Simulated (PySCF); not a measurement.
# `C=C[C@@H]1C[P@H+]1CO`, [C$_{5}$H$_{10}$OP]+, charge +1

Molfile (atoms numbered from 1):
```
C5H10OP
     RDKit          3D

 17 17  0  0  0  0  0  0  0  0999 V2000
    2.7660    0.0908    0.6549 C   0  0  0  0  0  0  0  0  0  0  0  0
    1.9680   -0.7549    0.0227 C   0  0  0  0  0  0  0  0  0  0  0  0
    0.5518   -0.4893   -0.3053 C   0  0  2  0  0  0  0  0  0  0  0  0
    0.0719    0.9357   -0.6463 C   0  0  0  0  0  0  0  0  0  0  0  0
   -0.5375    0.3127    0.9141 P   0  0  1  0  0  0  0  0  0  0  0  0
   -2.3393   -0.0856    0.9351 C   0  0  0  0  0  0  0  0  0  0  0  0
   -2.4683   -0.6116   -0.3506 O   0  0  0  0  0  0  0  0  0  0  0  0
    2.4330    1.0557    1.0077 H   0  0  0  0  0  0  0  0  0  0  0  0
    3.7979   -0.1472    0.8391 H   0  0  0  0  0  0  0  0  0  0  0  0
    2.3391   -1.7126   -0.3103 H   0  0  0  0  0  0  0  0  0  0  0  0
    0.0493   -1.2805   -0.8550 H   0  0  0  0  0  0  0  0  0  0  0  0
    0.8178    1.7204   -0.6344 H   0  0  0  0  0  0  0  0  0  0  0  0
   -0.6436    1.0148   -1.4562 H   0  0  0  0  0  0  0  0  0  0  0  0
    0.0331    0.8859    2.0239 H   0  0  0  0  0  0  0  0  0  0  0  0
   -2.5603   -0.8100    1.7314 H   0  0  0  0  0  0  0  0  0  0  0  0
   -2.9263    0.8316    1.0921 H   0  0  0  0  0  0  0  0  0  0  0  0
   -3.3597   -0.9441   -0.5132 H   0  0  0  0  0  0  0  0  0  0  0  0
  1  2  2  0
  2  3  1  0
  3  4  1  0
  4  5  1  0
  5  6  1  0
  6  7  1  0
  5  3  1  0
  1  8  1  0
  1  9  1  0
  2 10  1  0
  3 11  1  6
  4 12  1  0
  4 13  1  0
  5 14  1  1
  6 15  1  0
  6 16  1  0
  7 17  1  0
M  CHG  1   5   1
M  END
```

The calculation used TDDFT CAM-B3LYP/aug-cc-pVDZ circular dichroism and optical rotation, one conformer, gas phase (PySCF 2.14.0). Geometry: GFN2-xTB.

The molecule is flexible and this is one conformer; a measurement averages over conformers.

Stereocentres: C3 R, P5 R.

Q: Give the optical rotatory dispersion at 633, 589.3, 546, 436, 405, 365, 355 nm.

A: [α] in deg dm⁻¹ (g/mL)⁻¹:
```csv
λ (nm),origin-invariant length gauge,modified velocity gauge,length gauge (centre of mass),isotropic polarisability (au)
633,-233.8,-234.6,-232.8,84.5
589.3,-276.5,-277.5,-275.4,84.9
546,-332.4,-333.6,-330.9,85.4
436,-595.4,-597.7,-592.4,87.5
405,-734.5,-737.5,-730.5,88.5
365,-1011.6,-1016.1,-1005.4,90.4
355,-1108.7,-1113.7,-1101.6,91.0
```

Q: And for the mirror image at 589.3 nm?

A: +276.5 deg dm⁻¹ (g/mL)⁻¹ (origin-invariant length gauge): the same size and the opposite sign.

Q: What is the molar rotation [Φ] = [α]·M/100 of the geometry above at 589.3 nm?

A: With M = 117.11 g/mol, -323.8 deg cm² dmol⁻¹ (origin-invariant length gauge).

The first excitation lies at 5.52 eV (224 nm) with R = -17.9 × 10⁻⁴⁰ esu² cm² (velocity form).
